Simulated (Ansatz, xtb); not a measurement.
C4H9NSi: which of two isomers lies lower

Structure X: `CC[C@@H]([SiH3])C#N`, a singlet. Structure Y: `CC(C)([SiH3])C#N`, a singlet. Both are isolated molecules in the gas phase, relaxed with PBE0-D3(BJ)/def2-SVP; each stands in its lowest conformer found.

Q: Estimate E(Y) − E(X) at the level CCSD(T)/def2-SVP + ΔMP2/def2-TZVPP.

A: Too close to call at this level: CCSD(T)/def2-SVP + ΔMP2/def2-TZVPP gives E(Y) − E(X) = −0.04 kcal/mol.

How the difference moves with the method:

| level | geometry | E(Y) − E(X) (kcal/mol) | departure from the last row (kcal/mol) | job, with rough time for the two |
| --- | --- | --- | --- | --- |
| GFN2-xTB | GFN2-xTB | +0.02 | +0.06 | optimisation, 0.16 s |
| HF/STO-3G | GFN2-xTB | +1.89 | +1.93 | single point, 0.36 s |
| r2SCAN-D4/def2-SVP | GFN2-xTB | +0.62 | +0.66 | single point, 2.8 s |
| PBE0-D3(BJ)/def2-SVP | PBE0-D3(BJ)/def2-SVP | +0.84 | +0.87 | optimisation, 28 s |
| HF/def2-SVP | PBE0-D3(BJ)/def2-SVP | +1.81 | +1.85 | part of the CCSD(T) run |
| MP2/def2-SVP | PBE0-D3(BJ)/def2-SVP | −0.30 | −0.26 | part of the CCSD(T) run |
| CCSD(T)/def2-SVP | PBE0-D3(BJ)/def2-SVP | +0.02 | +0.06 | single point |
| CCSD(T)/def2-SVP + ΔMP2/def2-TZVPP | PBE0-D3(BJ)/def2-SVP | −0.04 |  | single point, 34 s |

As drawn, both hold the same kinds of bond in the same numbers. Structure X has 1 methyl group, Y 2.

The largest departure from CCSD(T)/def2-SVP + ΔMP2/def2-TZVPP is that of HF/STO-3G, 1.93 kcal/mol. The last row adds to CCSD(T) the change of the MP2 difference between the two basis sets, here −0.06 kcal/mol.

With thermal terms from frequencies at re-optimised GFN2-xTB minima (ideal gas, soft modes damped towards free rotors, one conformer each, 298.15 K, 1 atm): the zero-point term adds −0.34 kcal/mol; ΔH is −0.26 and ΔG −0.06 kcal/mol.

The correlated steps freeze 10 core orbitals. Mirror images aren't counted in ΔG. Codes used: Ansatz 0.2.0, xtb 6.7.1; the last row on 2 threads of Intel(R) Xeon(R) 6975P-C (Granite Rapids) on a shared host.
